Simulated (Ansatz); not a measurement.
H₄InOSSi, SMILES `[SiH3][O][In][SH]` radical, relaxed with UKS PBE0-D4/def2-TZVP in Ansatz from a GFN2-xTB geometry. The force threshold is 0.005 eV/Å; the program also tests the step.

Charge 0, multiplicity 2. In takes the def2 core potential.

Start:

```xyz
8

Si    1.253    0.663   -0.012
O     0.004   -0.119   -0.602
In   -1.289   -1.523   -1.535
S    -2.869   -1.318    0.618
H     1.525    0.133    1.336
H     2.454    0.449   -0.846
H     0.943    2.101    0.018
H    -2.020   -0.387    1.024
```

**Question.** By how much does the energy fall, and how many steps does the optimiser take? (Best estimate.)

**Answer.** Ansatz gave: 48.67 kJ/mol, in 17 steps, 2 of them rejected.

**Question.** Which bonds change most? (An estimate is asked.)

**Answer.** Ansatz gave: In3–S4 from 2.678 to 2.429 Å; O2–In3 from 2.125 to 2.001 Å; Si1–O2 from 1.587 to 1.628 Å; S4–H8 from 1.324 to 1.347 Å.

**Question.** Give the relaxed structure. (An estimate is asked.)

**Answer.** The calculation gave: 
```xyz
8

Si    1.458    0.741   -0.023
O    -0.004    0.028    0.024
In   -1.040   -1.417   -0.893
S    -3.257   -1.640    0.074
H     2.255    0.395    1.187
H     2.243    0.315   -1.220
H     1.306    2.222   -0.079
H    -2.961   -0.644    0.930
```
